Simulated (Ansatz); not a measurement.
Input for Ansatz (a quantum-chemistry and plane-wave program): R-CCSD(T)/cc-pVTZ on CH7BN2 (SMILES CB(N)N), a point of a torsion scan.

Ansatz 0.2 input:
```yaml
crystal:
  periodic: [false, false, false]
  atoms:
    - {symbol: C, position_ang: [-1.15294834, -0.77259230, 0.08924248]}
    - {symbol: B, position_ang: [0.21432037, 0.03856682, -0.02268847]}
    - {symbol: N, position_ang: [1.44170821, -0.64024625, -0.09525790]}
    - {symbol: N, position_ang: [0.19976417, 1.44336843, -0.03515296]}
    - {symbol: H, position_ang: [-1.50250825, -0.79612598, 1.11993448]}
    - {symbol: H, position_ang: [-1.05050916, -1.80427609, -0.23746351]}
    - {symbol: H, position_ang: [-1.94429574, -0.31769380, -0.50184967]}
    - {symbol: H, position_ang: [2.33099848, -0.17639905, -0.15101198]}
    - {symbol: H, position_ang: [1.51795875, -1.64023898, -0.08679854]}
    - {symbol: H, position_ang: [-0.64367558, 1.98341108, 0.01805810]}
    - {symbol: H, position_ang: [1.02864856, 2.00821291, -0.08765792]}
basis:
  gaussian:
    orbitals: cc-pVTZ
magnetization: {spin_polarized: false}
correlation: {method: ccsd_t, electrons: outside_noble_gas}
scf: {lower_state_search: off}
```

The head of its log:

```
WARN ansatz: RAYON_NUM_THREADS=1 ignored (pool sized by the plan → 1); use --threads N
Functional definition: HF
these checks for a lower state are left out or cut short: stability, starts, cluster_reference, orbital_swaps, neighbouring_geometries, increment
integrals: 1.06 GiB planned
1233 factors; integrals over basis functions are off by at most 1.3e-3 eV
mean field: 0.55 GiB planned
mean field evaluation 1: about -4776.1421 eV, gradient 4.7e1 eV
mean field evaluation 2: about -4776.1436 eV, gradient 4.7e1 eV
mean field evaluation 4: about -4780.8782 eV, gradient 3.3e0 eV
mean field evaluation 8: about -4780.9204 eV, gradient 1.6e-4 eV
mean field -4780.92043469 eV, -175.6955853508 hartree, gradient 1.4e-6 eV, S^2 0.000000; 0 other end points of the search recorded, 0 dependent functions left out
4 core orbitals not correlated
reference -4780.92043469 eV, -175.6955853508 hartree; 12, 12 occupied and 202, 202 virtual orbitals, 1233 factors
```

Question: Give the final energy of this run.

Answer: -176.4696 hartree (reference determinant -175.6956, T1 diagnostic 0.010).
